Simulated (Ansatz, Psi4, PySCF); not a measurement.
System: SiOF, net charge 0, doublet state. SMILES: O=[Si]F
Coordinates optimised at B3LYP-D3(BJ)/def2-TZVP (Ansatz, a first-principles code):
```xyz
3

Si    -0.0796    -0.1221     0.3643
O      1.3457    -0.5528     0.0273
F     -1.0723     0.6813    -0.5910
```
Charge 0, spin multiplicity 2.

Quantity: size of the dipole moment, in D. Set-up: LANL2DZ with its own core potentials from Na on; 6-311+G** with 5d, 6d on Na to Ar in Ansatz; non-relativistic; spin-orbit terms left out; no dispersion term unless named; UHF or UKS for open shells; six Cartesian d functions in 6-31G* and its kin unless marked 5d. First-principles rows: single points at B3LYP-D3(BJ) geometries (Ansatz).

| level | program | size of the dipole moment (D) |
|---|---|---|
| SVWN5/6-31G* | Ansatz | 2.19 |
| PBE/STO-3G | Ansatz | 1.29 |
| PBE/3-21G | Ansatz | 1.66 |
| PBE/LANL2DZ | Ansatz | 2.18 |
| PBE/def2-SVP | Ansatz | 2.16 |
| PBE/6-311+G** | Ansatz | 2.49 |
| BLYP/6-31G* | Ansatz | 2.14 |
| BP86/def2-SVP | PySCF | 2.17 |
| BP86/6-31G* (5d) | PySCF | 2.20 |
| B3LYP/6-31G* | Ansatz | 2.37 |
| B3LYP/6-311+G** | Ansatz | 2.69 |
| M06-2X/6-31G* (5d) | PySCF | 2.83 |
| wB97X-D/6-31G* | Psi4 | 2.51 |
| wB97X-D/6-311+G** | Psi4 | 2.77 |

No value to compare with is used here. The 14 habitual levels span 1.29 (PBE/STO-3G) to 2.83 D (M06-2X/6-31G* (5d)).

The levels are drawn from those run, B3LYP/6-31G* more often than the rest, none by its result; left out are runs that failed, that the program found above a lower state of the same kind, or whose <S^2> lies over 0.5 above the pure value.
